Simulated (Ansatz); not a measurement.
Start from `C=C[CH2][InH][Cl]` and change one element to get `C=C[CH2][GaH][Cl]`.

Ansatz, PBE0-D4/def2-TZVP geometries, multiplicity 1. Each molecule was computed in one conformer, which needn't be the lowest.

Elements past krypton have def2 core potentials. Scalar relativity is left out up to krypton.

```json
{"property": "size of the dipole moment (PBE/def2-TZVPP) / D", "`C=C[CH2][InH][Cl]`": "3.00"}
{"property": "HOMO–LUMO gap (PBE0/def2-TZVPP) / eV", "`C=C[CH2][InH][Cl]`": "5.26"}
{"property": "zero-point energy (PBE0-D4/def2-TZVP) / kJ/mol", "`C=C[CH2][InH][Cl]`": "201.6"}
{"property": "size of the dipole moment (B3LYP/def2-TZVPP) / D", "`C=C[CH2][InH][Cl]`": "3.12"}
{"property": "HOMO–LUMO gap (ωB97M-V/def2-TZVPP) / eV", "`C=C[CH2][InH][Cl]`": "8.86"}
{"property": "LUMO energy (B3LYP/def2-TZVPP) / eV", "`C=C[CH2][InH][Cl]`": "-1.92"}
```

What does the change do to each property? (Best estimate.)

Ansatz gave: 
```json
{"property": "size of the dipole moment (PBE/def2-TZVPP) / D", "`C=C[CH2][GaH][Cl]`": "2.43", "shift": "-0.57"}
{"property": "HOMO–LUMO gap (PBE0/def2-TZVPP) / eV", "`C=C[CH2][GaH][Cl]`": "5.69", "shift": "0.43"}
{"property": "zero-point energy (PBE0-D4/def2-TZVP) / kJ/mol", "`C=C[CH2][GaH][Cl]`": "204.6", "shift": "3.0"}
{"property": "size of the dipole moment (B3LYP/def2-TZVPP) / D", "`C=C[CH2][GaH][Cl]`": "2.52", "shift": "-0.60"}
{"property": "HOMO–LUMO gap (ωB97M-V/def2-TZVPP) / eV", "`C=C[CH2][GaH][Cl]`": "9.54", "shift": "0.68"}
{"property": "LUMO energy (B3LYP/def2-TZVPP) / eV", "`C=C[CH2][GaH][Cl]`": "-1.62", "shift": "0.30"}
```

With PBE0 the HOMO falls by 0.15 eV and the LUMO rises by 0.28 eV, so the gap widens by about 0.43 eV. PBE moves the HOMO by -0.11 eV and ωB97M-V by -0.20 eV. Dipoles are sizes alone; their direction can turn.

B3LYP here is the variant with VWN-RPA as its local correlation; programs differ in this.
